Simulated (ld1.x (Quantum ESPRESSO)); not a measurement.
**What the settings do to the PAW potential of oxygen**

Base potential:

ld1.x (Quantum ESPRESSO) 7.5 input, shortened:

```
&input
   title='O', zed=8., rel=0, dft='PBESOL', iswitch=3,
   config='[He] 2s2 2p3.5'
 /
 &inputp
   pseudotype=3, lpaw=.true., tm=.true., lloc=-2, rcloc=1.10,
   nlcc=.false.,
   which_augfun='GAUSS', rmatch_augfun=0.65
 /
4
2S  1  0   2.00   0.00  0.60  0.65  0.0
2S  1  0   0.00  -1.15  0.60  0.65  0.0
2P  2  1   3.50   0.00  1.20  1.35  0.0
2P  2  1   0.00   1.25  1.20  1.35  0.0
 &test
   configts(1)='2s2 2p3.5'
 /
```

Cutoffs, loose and tight: the cutoffs (Ry, on a coarse ladder) from which the occupation-weighted sum of valence levels, in a spherical-Bessel basis at the reference potential, stays within 10 and 1 mRy of its value at 400 Ry. They do not see the model core or the augmentation charge, which bear on the density cutoff. Test errors are all-electron minus pseudo excitation energies from the reference, over the configurations 2s2 2p4; 2s2 2p3; 2s2 2p2; 2s1 2p4; 2s1 2p5; 2s2 2p0; 2s0 2p6. A dash means not determined; rows that change the core or the reference have their own tests.

Cutoffs are not given where the Bessel-basis levels miss the radial ones by over 6 mRy, ghosts where they miss by over 20 mRy; a channel whose overlap is not positive is not tested.

A file whose overlap is not positive is unfit for use, and its test errors describe a broken file.

```csv
change,outcome,"cutoff, loose","cutoff, tight",bound ghosts,largest test error (meV)
base,generated,90 Ry,120 Ry,none,-18
"all radii but the core radius scaled by about 0.77 (s 0.50, p 1.04 bohr, rcut 0.46/0.92); local potential all-electron potential smoothed inside 0.84 bohr (lloc = -2); augmentation GAUSS, radius 0.50 bohr",failed: run_pseudo: Errors in PS-KS equation,–,–,–,–
"all radii but the core radius scaled by about 0.86 (s 0.56, p 1.16 bohr, rcut 0.52/1.04); local potential all-electron potential smoothed inside 0.94 bohr (lloc = -2); augmentation GAUSS, radius 0.56 bohr",failed: new_paw_hamiltonian: negative rho,–,–,–,–
"all radii but the core radius scaled by about 0.93 (s 0.60, p 1.26 bohr, rcut 0.56/1.12); local potential all-electron potential smoothed inside 1.02 bohr (lloc = -2); augmentation GAUSS, radius 0.60 bohr",failed: new_paw_hamiltonian: negative rho,–,–,–,–
"all radii but the core radius scaled by about 1.04 (s 0.68, p 1.40 bohr, rcut 0.62/1.24); local potential all-electron potential smoothed inside 1.14 bohr (lloc = -2); augmentation GAUSS, radius 0.68 bohr",generated,70 Ry,100 Ry,none,-18
"all radii but the core radius scaled by about 1.10 (s 0.72, p 1.48 bohr, rcut 0.66/1.32); local potential all-electron potential smoothed inside 1.20 bohr (lloc = -2); augmentation GAUSS, radius 0.72 bohr",generated,70 Ry,90 Ry,none,-23
"all radii but the core radius scaled by about 1.20 (s 0.78, p 1.62 bohr, rcut 0.72/1.44); local potential all-electron potential smoothed inside 1.32 bohr (lloc = -2); augmentation GAUSS, radius 0.78 bohr",generated,50 Ry,70 Ry,none,-33
"all radii but the core radius scaled by about 1.30 (s 0.84, p 1.76 bohr, rcut 0.78/1.56); local potential all-electron potential smoothed inside 1.44 bohr (lloc = -2); augmentation GAUSS, radius 0.84 bohr","generated, overlap not positive",–,–,not determined (overlap not positive),+66
"all radii but the core radius scaled by about 1.39 (s 0.90, p 1.88 bohr, rcut 0.84/1.68); local potential all-electron potential smoothed inside 1.54 bohr (lloc = -2); augmentation GAUSS, radius 0.90 bohr","generated, overlap not positive",–,–,not determined (overlap not positive),-1188
```

Reading the sweep of the scale of all radii but the core radius (base = 1) (base included, trends over the rows without a ghost): The loose cutoff falls from 90 Ry at 1 to 50 Ry at 1.2. A larger radius leaves more room for a smooth pseudo-wave, so fewer plane waves are needed; a smaller one forces it to follow the all-electron wave where it bends sharply. The median size of the test errors (rows with all tests solved) stays near 1.0 meV. The generation fails at 0.77, 0.86, 0.93.
